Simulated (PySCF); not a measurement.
# GeS: energy against distance

Set-up: Ge def2-SVP, S def2-SVP; no relativity (PySCF 2.14). Energies in eV from Ge + S in their ground configurations at the same level. State: ¹Σ⁺ (singlet), closed shell.

All columns are BLYP. A positive dipole means Ge(−)S(+).

| R (Å) | E (eV) | μ (D) | Mulliken charge on Ge (basis-dependent) | HOMO (eV) | LUMO (eV) | Mayer bond order | ⟨S²⟩ |
| --- | --- | --- | --- | --- | --- | --- | --- |
| 1.740 | -3.793 | -0.48 | 0.03 | -6.27 | -2.10 | 2.51 | 0.00 |
| 1.821 | -4.829 | -0.82 | 0.07 | -6.40 | -2.31 | 2.49 | 0.00 |
| 1.902 | -5.435 | -1.15 | 0.12 | -6.49 | -2.52 | 2.48 | 0.00 |
| 1.962 | -5.681 | -1.39 | 0.15 | -6.54 | -2.67 | 2.46 | 0.00 |
| 2.023 | -5.792 | -1.62 | 0.17 | -6.56 | -2.81 | 2.45 | 0.00 |
| 2.084 | -5.799 | -1.84 | 0.19 | -6.41 | -2.95 | 2.45 | 0.00 |
| 2.165 | -5.688 | -2.11 | 0.21 | -6.22 | -3.12 | 2.44 | 0.00 |
| 2.266 | -5.416 | -2.42 | 0.23 | -6.00 | -3.31 | 2.44 | 0.00 |
| 2.387 | -4.973 | -2.76 | 0.24 | -5.79 | -3.52 | 2.44 | 0.00 |
| 2.549 | -4.296 | -3.13 | 0.25 | -5.55 | -3.76 | 2.45 | 0.00 |

A fit through these points gives, at Re = 2.057 Å, μ = -1.74 D and dμ/dR = -3.60 D/Å; the reduced mass is 22.32 u.

How strong is the fundamental in the double-harmonic approximation, I = 42.26·(dμ/dR)²/μred km/mol?

I = 42.26·(-3.60)²/22.32 = 24.5 km/mol at BLYP.
